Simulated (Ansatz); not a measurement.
Ansatz (an electronic-structure program) input:

Ansatz 0.2 input:
```yaml
crystal:
  periodic: [false, false, false]
  atoms:
    - {symbol: Hg, position_ang: [-0.00000000, -0.00000000, -1.13030743]}
    - {symbol: I, position_ang: [0.00000000, 0.00000000, 1.70612442]}
basis:
  gaussian:
    orbitals: def2-TZVP
hamiltonian:
  xc: b3lyp
  dispersion: d3bj
magnetization: {spin_polarized: true, initial_magnetization: 1}
phonons: {temperatures: {t_min: 298.15, t_max: 298.15, t_step: 100}}
```

Problem. Which total energy does the run end on?

Solution. -451.37944 Eh (B3LYP-D3(BJ)/def2-TZVP). The basis has 93 functions.

The spin state was set by rule; other spins were not relaxed.
